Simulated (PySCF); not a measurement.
**Vertical excitation energies**

Compound: C4H10Si.
Z-matrix (Å and degrees, GFN2-xTB geometry), rows numbered from 1:
```
C 
C   1  1.5259
C   2  1.5309  1  107.96
Si  3  1.9063  2  104.53  1   -38.01
C   1  1.5309  2  107.96  3    51.52
H   1  1.0923  2  111.11  3   174.10
H   1  1.0926  2  109.00  3   -67.25
H   2  1.0927  1  108.93  3  -118.71
H   2  1.0925  1  111.13  3   122.67
H   3  1.0907  2  109.51  1    80.47
H   3  1.0885  2  110.95  1  -161.89
H   4  1.4659  3  112.83  2   130.80
H   4  1.4660  3  113.18  2  -103.07
H   5  1.0885  1  110.92  2  -162.21
H   5  1.0910  1  109.49  2    80.24
```

Theory: PySCF, TDDFT wB97X-D/def2-SVPD, vertical, gas phase, core orbitals frozen in the response.

Question: List the vertical singlet excitations with oscillator strengths and describe the spectrum.

Answer: 

```
state  E (eV)  λ (nm)  ν̃ (cm⁻¹)       f  symmetry  main configurations (H = HOMO, L = LUMO)
   S1    7.83   158.4      63150   0.010         B                                 H→L (85%)
   S2    8.08   153.5      65150   0.092         A                               H→L+1 (91%)
   S3    8.34   148.7      67260   0.060         B                 H-1→L+1 (74%), H→L+2 (9%)
   S4    8.36   148.4      67400   0.033         A                               H-1→L (76%)
   S5    8.53   145.3      68820  0.0026         A   H→L+3 (37%), H-2→L+1 (27%), H→L+5 (16%)
   S6    8.72   142.1      70360  0.0008         –    H-2→L+1 (61%), H→L+3 (18%), H→L+5 (9%)
   S7    8.87   139.7      71560   0.026         B                H-2→L (58%), H-2→L+4 (12%)
   S8    8.99   137.9      72520  0.0009         –                 H-3→L (81%), H-3→L+2 (8%)
```

Triplets, Tamm–Dancoff:

```json
{"state": "T1", "E (eV)": "7.41", "λ (nm)": "167.4", "main configurations (H = HOMO, L = LUMO)": "H→L+1 (86%)"}
{"state": "T2", "E (eV)": "7.62", "λ (nm)": "162.7", "main configurations (H = HOMO, L = LUMO)": "H→L (80%)"}
{"state": "T3", "E (eV)": "7.98", "λ (nm)": "155.4", "main configurations (H = HOMO, L = LUMO)": "H-1→L+1 (77%)"}
```

The lowest singlet lies at 7.83 eV (158 nm, vacuum ultraviolet) and is weak; its leading configuration is HOMO→LUMO (85%). The strongest level in the table is S2 at 8.08 eV (153 nm, f = 0.092). Löwdin shares by element: HOMO carbon 54% or more, silicon 23% (atoms not listed hold the other 23%); LUMO silicon 28%, carbon 23% or more (atoms not listed hold the other 49%). The oscillator strengths of these states sum to 0.224; summed over the whole spectrum of an exact calculation they would give the number of electrons, 48 (Thomas–Reiche–Kuhn). The listed states span 1.16 eV. Of the 8 states listed, 5 reach f = 0.01 and none stays under 0.0005. Symmetry labels in C2 follow from the direction of the transition dipole and are given only for states with f of 0.002 or more. Only the lowest 8 singlets were computed, as vertical energies without vibronic structure.

One conformer stands for the species.
